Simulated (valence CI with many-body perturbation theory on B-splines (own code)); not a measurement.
Results of a calculation; reference values are marked as such.
# Hyperfine factors and g values of Pd XXXIII

Method: valence CI with perturbative core correlation (CI+MBPT): four valence electrons over a frozen Dirac-Fock core [Ne], radial functions for each j: 11 s, 11 p, 9 d, 7 f, 5 g, 2 h, 1 i, with the one-electron correlation potential Σ1, the two-electron term Σ2, the three-electron term Σ3, Breit, model QED; selected CI, second order for the rest (own B-spline code, finite nucleus).

The last digits are not significant, and no measured levels were compared; by estimate large intervals hold to a few tenths of a per cent, small ones and those within an open d or f shell to about a per cent.

A/g_I is the dipole constant over the nuclear g factor μ/I (μ in nuclear magnetons, uniformly magnetised nucleus), B/Q the quadrupole constant per barn. Both hold the static response of the core; the bare values leave it out. Large factors of s and p1/2 electrons are usually good to 5 to 10 %; those of open d and f shells near neutrality can be off by tens of per cent, and small factors of p3/2, d and f electrons come from cancelling terms and can be off by a factor of two or in sign, in half-filled shells by more. B is blank for J = 1/2, where it vanishes, and for nearly pure S terms. Energies count from the lowest level. Levels with J = 0 are left out.

Levels are named by their leading jj configuration (3d3/2^4 stands for four electrons in 3d with j = 3/2), which in mixed levels can hold well under half, so a name can repeat and another be missing. Letters in brackets count levels of one name in rising energy.

```csv
Level,E (eV),g,A/g_I (MHz),A/g_I bare,B/Q (MHz/b),B/Q bare
(3s^2 3p1/2 3p3/2) J=1,32.53,1.497,-8770,-7280,37500,36600
(3s^2 3p1/2 3p3/2) J=2,37.61,1.216,87900,86200,49000,47900
(3s^2 3p3/2^2) J=2,73.86,1.276,43100,42800,25800,25200
(3s 3p1/2^2 3p3/2) J=2,110.74,1.731,204000,200000,42300,41400
(3s 3p1/2^2 3p3/2) J=1,127.22,0.876,-108000,-104000,57400,56200
(3s 3p1/2 3p3/2^2) J=2 [a],141.01,1.443,136000,133000,46500,45600
(3s 3p1/2 3p3/2^2) J=3,149.41,1.319,168000,164000,-12800,-12300
(3s^2 3p1/2 3d3/2) J=2,149.97,0.848,63600,62800,-5530,-4730
(3s 3p1/2 3p3/2^2) J=1 [a],163.64,1.258,124000,121000,-55400,-54200
(3s 3p1/2 3p3/2^2) J=2 [b],167.29,0.995,5830,6620,2130,2500
(3s^2 3p1/2 3d5/2) J=3,171.08,1.109,57000,56200,35600,35800
(3s^2 3p1/2 3d3/2) J=1,173.03,1.178,85900,84700,-4740,-4420
(3s^2 3p1/2 3d5/2) J=2,178.04,1.304,46100,45800,4570,4940
(3s 3p1/2 3p3/2^2) J=1 [b],179.13,1.162,-16600,-14500,23100,22700
(3s 3p3/2^3) J=2,189.91,1.308,118000,115000,-46000,-44800
(3s^2 3p3/2 3d5/2) J=4,199.28,1.246,20300,20800,91500,90500
(3s^2 3p3/2 3d3/2) J=1,203.89,1.174,28200,28600,-25000,-24700
(3s^2 3p3/2 3d3/2) J=2,204.85,1.062,15600,16300,-12500,-12100
(3s^2 3p3/2 3d3/2) J=3,206.01,1.207,38300,38400,28800,28700
(3s 3p3/2^3) J=1,217.06,1.332,-79500,-75000,-15100,-14800
(3s^2 3p3/2 3d5/2) J=2,218.85,1.277,100000,98100,-55200,-53900
(3s^2 3p3/2 3d5/2) J=3,221.77,1.098,25800,25900,42500,42500
(3s 3p1/2^2 3d3/2) J=1,230.76,0.280,-141000,-137000,4250,4560
(3s^2 3p3/2 3d5/2) J=1,231.53,0.992,-31700,-29800,4000,4170
(3s 3p1/2^2 3d3/2) J=2,232.73,1.216,139000,136000,11700,12000
(3p1/2^2 3p3/2^2) J=2,242.64,1.246,3040,4730,-9400,-8900
(3s 3p1/2^2 3d5/2) J=3,243.67,1.373,108000,106000,22100,22600
(3s 3p1/2 3p3/2 3d3/2) J=2 [a],257.69,0.996,27500,27700,-15800,-15300
(3s 3p1/2 3p3/2 3d3/2) J=1 [a],257.95,1.279,111000,109000,-35900,-35400
(3s 3p1/2 3p3/2 3d3/2) J=3 [a],260.27,1.232,117000,114000,-19900,-19300
(3s 3p1/2 3p3/2 3d3/2) J=2 [b],262.87,1.114,49800,49500,-8160,-7710
(3s 3p1/2 3p3/2 3d5/2) J=4 [a],263.46,1.344,92700,91300,44800,44800
(3s 3p1/2 3p3/2 3d5/2) J=4 [b],266.97,1.341,121000,119000,47000,46400
(3s 3p1/2 3p3/2 3d5/2) J=1 [a],272.85,1.430,-47000,-43200,-20300,-19900
```

(1) Take the isotope of mass number 105, with I = 5/2, μ = -0.642 μN and Q = 0.66 b. What is the hyperfine structure of (3s 3p1/2^2 3p3/2) J=1?

Results:

(1) From the table A = 27700 MHz, B = 37900 MHz. Shifts from the centre of gravity in MHz: F = 3/2: -70400, F = 5/2: -58000, F = 7/2: 78700.
